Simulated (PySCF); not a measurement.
**BrCl: one state, many levels of theory**

State: ¹Σ⁺ (singlet), closed shell. Set-up: Br 6-31G(d,p), Cl 6-31G(d,p); no relativity (PySCF 2.14). De refers to Br + Cl in their high-spin ground configurations, without counterpoise correction. A positive dipole means Br(−)Cl(+).

```tsv
Level	Re (Å)	ωe (cm⁻¹)	De (eV)	μ (D)
RHF	2.140	479	0.53	-0.68
RHF-MP2	2.162	443	1.80	n/a
RHF-SCS-MP2	2.173	432	1.73	n/a
RHF-CCSD	2.178	424	1.64	n/a
RHF-CCSD(T)	2.188	410	1.75	n/a
PBE	2.183	418	2.49	-0.56
BLYP	2.219	393	2.26	-0.58
r²SCAN	2.168	432	2.28	-0.57
PBE0	2.152	449	2.21	-0.58
MN15	2.146	448	2.17	-0.59
M06-2X	2.154	454	1.97	-0.55
```

Task: What are the measured Re and ωe, and which levels come closest?

Result: Re = 2.136065 Å and ωe = 444.276 cm⁻¹ (Huber and Herzberg, Constants of Diatomic Molecules (1979)). Closest are RHF for the length (off by 0.004 Å) and RHF-MP2 for the frequency (off by -0.3 %).

| Level | error in Re (pm) | error in ωe (%) |
| --- | --- | --- |
| RHF | 0.4 | 7.8 |
| RHF-MP2 | 2.6 | -0.3 |
| RHF-SCS-MP2 | 3.7 | -2.8 |
| RHF-CCSD | 4.2 | -4.6 |
| RHF-CCSD(T) | 5.1 | -7.8 |
| PBE | 4.7 | -5.9 |
| BLYP | 8.3 | -11.5 |
| r²SCAN | 3.2 | -2.8 |
| PBE0 | 1.6 | 1.0 |
| MN15 | 1.0 | 0.9 |
| M06-2X | 1.8 | 2.1 |

Correlated steps freeze 14 core orbitals. Correlated levels converge slowly with the basis: in double zeta they bind strong bonds too weakly, by up to about 1 eV, and carry superposition errors of some tenths. Where the molecule has an RHF reference, its open-shell atoms are computed with UHF.

The whole job (state search and all levels along the bond) took about 1.6 min on 1 thread of Arm Neoverse V1 (shared host), peak memory 0.52 GiB.
